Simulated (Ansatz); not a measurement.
A nudged elastic band was laid between two geometries of CH$_{2}$OSSe (6 atoms, charge 0, multiplicity 1).

Computed with RKS PBE0-D4/def2-SVP in Ansatz 0.2.0.

```json
{
  "movable images": "5",
  "climbing image": "yes",
  "spring": "5.0 eV/Å²",
  "optimiser": "quadratic models (default)",
  "start path": "IDPP",
  "force threshold": "0.03 eV/Å",
  "iteration limit": "59",
  "end points": "relaxed"
}
```

First end point:

```xyz
6
Properties=species:S:1:pos:R:3
O -0.736 -1.532 1.137
C -0.279 -0.663 0.463
S 1.251 -0.912 -0.424
Se -1.229 1.030 0.345
H 1.336 0.306 -0.995
H -0.301 1.707 -0.573
```

Last end point:

```xyz
6
Properties=species:S:1:pos:R:3
O -0.808 -1.118 0.978
C -0.105 -0.476 0.263
S 1.414 -1.139 -0.396
Se -0.492 1.351 -0.283
H 1.776 -0.041 -1.097
H -1.743 1.360 0.489
```

Q: What changes between the two ends?

A: No bond is made or broken. The dihedral S3–C2–Se4–H6 goes from 1 to 180°.

Q: Give the energies along the band, and the barrier.

A: It converged. The highest image is number 3 of 0 to 6, 0.170 eV above the first end and 0.265 eV above the last; the last end lies 0.095 eV below the first. A vibrational analysis at the climbing image gives one clearly imaginary mode, 253i cm⁻¹: a first-order saddle point.

```json
{"image": "0", "path coordinate (Å)": "0.00", "energy (eV)": "0.000", "dihedral S3–C2–Se4–H6 (°)": "1"}
{"image": "1", "path coordinate (Å)": "0.53", "energy (eV)": "0.018", "dihedral S3–C2–Se4–H6 (°)": "25"}
{"image": "2", "path coordinate (Å)": "1.07", "energy (eV)": "0.107", "dihedral S3–C2–Se4–H6 (°)": "57"}
{"image": "3", "path coordinate (Å)": "1.60", "energy (eV)": "0.170", "dihedral S3–C2–Se4–H6 (°)": "88"}
{"image": "4", "path coordinate (Å)": "2.14", "energy (eV)": "0.099", "dihedral S3–C2–Se4–H6 (°)": "120"}
{"image": "5", "path coordinate (Å)": "2.69", "energy (eV)": "-0.038", "dihedral S3–C2–Se4–H6 (°)": "152"}
{"image": "6", "path coordinate (Å)": "3.23", "energy (eV)": "-0.095", "dihedral S3–C2–Se4–H6 (°)": "180"}
```

Q: What is the geometry of the highest image?

A: 
```xyz
6
Properties=species:S:1:pos:R:3:forces:R:3
O -1.056 -1.525 0.399 -0.01 -0.01 0.00
C -0.284 -0.634 0.277 0.00 0.02 0.00
S 1.455 -0.905 0.057 0.01 -0.01 0.00
Se -0.857 1.292 0.338 0.00 -0.01 0.00
H 1.788 0.401 0.008 -0.01 0.00 0.00
H -1.004 1.308 -1.126 0.00 0.00 0.00
```

Q: What are the harmonic wavenumbers there?

A: 253i, 229, 335, 346, 468, 498, 772, 792, 966, 1889, 2456, 2728 cm⁻¹.

Run time: 2.4 min on 1 thread of Arm Neoverse V2 (shared host), peak memory 0.28 GiB.
